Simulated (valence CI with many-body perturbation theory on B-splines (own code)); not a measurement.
Values are calculated unless marked as measured or tabulated.
Tl60+: what the settings do

Method: configuration interaction combined with many-body perturbation theory (CI+MBPT): three valence electrons over a frozen Dirac-Fock core [Ar], a basis of 6 s, 6 p, 5 d, 5 f, 1 g functions for each j, with the one-electron correlation potential Σ1, the two-electron term Σ2, the three-electron term Σ3, Breit, model QED; selected CI, second order for the rest, scaled by the run's own slope (own B-spline code, finite nucleus).

The last digits are not significant, and no measured levels were compared; by estimate large intervals hold to a few tenths of a per cent, small ones and those within an open d or f shell to about a per cent. The list stops below the first excitations out of the core. Only levels of the ground parity were solved; by the run's estimate the other parity begins above the list, which can be wrong where configurations are misplaced.

The reference run has the lowest level (3d3/2^3) J=3/2 and an ionisation energy of 6393.50 eV. Its largest variational space holds 2182 state functions.

Levels are named by their leading jj configuration (3d3/2^4 stands for four electrons in 3d with j = 3/2), which in mixed levels can hold well under half, so a name can repeat and another be missing. Letters in brackets count levels of one name in rising energy.

Changed runs:
A. factor on the speed of light 1 → 100; QED terms on → off
B. size limit of the variational space 10000 → 3000; shift of the energy in Σ1 (hartree) 0 → -33.075
C. correlating orbitals by l 3 3 3 3 1 → 5 1 3 4 2
D. cutoff of virtual states (hartree) 13122 → 661.5 (bad on purpose)

Excitation energies of the reference run in cm⁻¹, and shifts in cm⁻¹:

```
                    Level  Reference        B      C      D
(3d3/2^2 3d5/2) J=5/2 [a]     838515  +229915   +123   -316
    (3d3/2^2 3d5/2) J=3/2     893951  +228457    +21   -286
    (3d3/2^2 3d5/2) J=9/2     924718  +229486    -40   -246
    (3d3/2^2 3d5/2) J=7/2     930398  +231358    -17   -270
    (3d3/2^2 3d5/2) J=1/2     943202  +229036    -69   -277
(3d3/2^2 3d5/2) J=5/2 [b]    1163620  +232467   -249   -197
(3d3/2 3d5/2^2) J=7/2 [a]    1753440            +110   -627
    (3d3/2 3d5/2^2) J=9/2    1796140             +41   -595
    (3d3/2 3d5/2^2) J=3/2    1845770            +2.8   -623
    (3d3/2 3d5/2^2) J=1/2    1872710            -100   -613
   (3d3/2 3d5/2^2) J=11/2    1879550             -98   -530
(3d3/2 3d5/2^2) J=5/2 [a]    1881760             -43   -565
   Ionisation energy (eV)    6393.50   +19.87  +0.03  -0.30
```

A blank means that the level has no clear partner in that run.

Run A ends with another lowest level, (3d3/2^2 3d5/2) J=3/2, and an ionisation energy of 6307.87 eV.
